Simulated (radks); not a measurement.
The numbers below are computed, except where a source is named.
Er II, configuration [Xe] 4f12 5d1 (not the ground configuration). Code: a radial shooting solver on a logarithmic mesh with Libxc functionals. Model: Dirac Kohn-Sham, LDA (Slater exchange, Perdew-Wang correlation), spin-unpolarised, spherical densities, finite nucleus; open shells fill j = l - 1/2 first; Fermi nuclear charge, rms radius 5.2516 fm.

Unscreened Slater integrals over Kohn-Sham orbitals (hartree). Large and small components are both included. Empty in this configuration: 5d5/2.

| integral | value |
|---|---|
| F0(5d3/2,5d3/2) | 0.31695 |
| F2(5d3/2,5d3/2) | 0.15350 |
| F0(5d3/2,4f7/2) | 0.42560 |
| F2(5d3/2,4f7/2) | 0.088509 |
| G3(5d3/2,4f7/2) | 0.035363 |
| G5(5d3/2,4f7/2) | 0.025780 |
| F0(5d3/2,4f5/2) | 0.42667 |
| F2(5d3/2,4f5/2) | 0.086551 |
| G1(5d3/2,4f5/2) | 0.046570 |
| G3(5d3/2,4f5/2) | 0.033566 |
| F0(5d3/2,5p3/2) | 0.39699 |
| F2(5d3/2,5p3/2) | 0.16734 |
| G1(5d3/2,5p3/2) | 0.18682 |
| G3(5d3/2,5p3/2) | 0.11229 |
| F0(5d3/2,5d5/2) | 0.31117 |
| F2(5d3/2,5d5/2) | 0.15054 |
| G2(5d3/2,5d5/2) | 0.15045 |
| G4(5d3/2,5d5/2) | 0.095553 |
| F0(4f7/2,4f7/2) | 1.1350 |
| F2(4f7/2,4f7/2) | 0.52020 |
| F4(4f7/2,4f7/2) | 0.32298 |
| F6(4f7/2,4f7/2) | 0.23145 |
| F0(4f7/2,4f5/2) | 1.1482 |
| F2(4f7/2,4f5/2) | 0.52730 |
| F4(4f7/2,4f5/2) | 0.32757 |
| G2(4f7/2,4f5/2) | 0.52590 |
| G4(4f7/2,4f5/2) | 0.32675 |
| G6(4f7/2,4f5/2) | 0.23421 |
| F0(4f7/2,5p3/2) | 0.70314 |
| F2(4f7/2,5p3/2) | 0.23470 |
| G2(4f7/2,5p3/2) | 0.12802 |
| G4(4f7/2,5p3/2) | 0.096299 |
| F0(4f7/2,5d5/2) | 0.41160 |
| F2(4f7/2,5d5/2) | 0.082400 |
| F4(4f7/2,5d5/2) | 0.038379 |
| G1(4f7/2,5d5/2) | 0.045196 |
| G3(4f7/2,5d5/2) | 0.032226 |
| G5(4f7/2,5d5/2) | 0.023518 |
| F0(4f5/2,4f5/2) | 1.1617 |
| F2(4f5/2,4f5/2) | 0.53467 |
| F4(4f5/2,4f5/2) | 0.33236 |
| F0(4f5/2,5p3/2) | 0.70689 |
| F2(4f5/2,5p3/2) | 0.23271 |
| G2(4f5/2,5p3/2) | 0.12413 |
| G4(4f5/2,5p3/2) | 0.093894 |
| F0(4f5/2,5d5/2) | 0.41258 |
| F2(4f5/2,5d5/2) | 0.080500 |
| F4(4f5/2,5d5/2) | 0.037058 |
| G1(4f5/2,5d5/2) | 0.042105 |
| G3(4f5/2,5d5/2) | 0.030495 |
| G5(4f5/2,5d5/2) | 0.022361 |
| F0(5p3/2,5p3/2) | 0.58590 |
| F2(5p3/2,5p3/2) | 0.31230 |
| F0(5p3/2,5d5/2) | 0.38583 |
| F2(5p3/2,5d5/2) | 0.15851 |
| G1(5p3/2,5d5/2) | 0.17295 |
| G3(5p3/2,5d5/2) | 0.10397 |
| F0(5d5/2,5d5/2) | 0.30569 |
| F2(5d5/2,5d5/2) | 0.14795 |
| F4(5d5/2,5d5/2) | 0.093926 |
